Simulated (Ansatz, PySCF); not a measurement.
Si(Cl)2(OH)(NH2) (Cl₂H₃NOSi), SMILES Cl[Si](O)(N)Cl.

Geometry: PBE-D3(BJ)/def2-SVP. This is a generated structure with no PubChem entry under its InChIKey; it may be hypothetical. The values are those of a single conformer.

Vertical ionisation energy (IE) and electron affinity (EA) in eV. Rows of orbital energies are one-electron estimates. Where ΔSCF, EOM or ADC give a negative EA the extra electron is unbound and the value depends on the basis.

| level | IE | EA |
|---|---|---|
| −ε(HOMO), −ε(LUMO), r2SCAN/def2-TZVP (PySCF) | 7.08 | 0.18 |
| −ε(HOMO), −ε(LUMO), PBE/def2-TZVP (PySCF) | 6.74 | 0.70 |
| ΔSCF, PBE0/def2-SVPD (Ansatz), final states of multiplicity 2 and 2 | 10.50 | -0.88 |
| ΔSCF, PBE/def2-SVPD (Ansatz), final states of multiplicity 2 and 2 | 10.04 | -0.65 |

### Question
What vertical singlet–triplet gap does ΔSCF give with PBE0/def2-SVPD (Ansatz, a first-principles code) and with PBE/def2-SVPD (Ansatz)? (Estimate from the structure and the level; the computed values follow.)

### Answer
6.55 and 6.06 eV (triplet above singlet where positive).
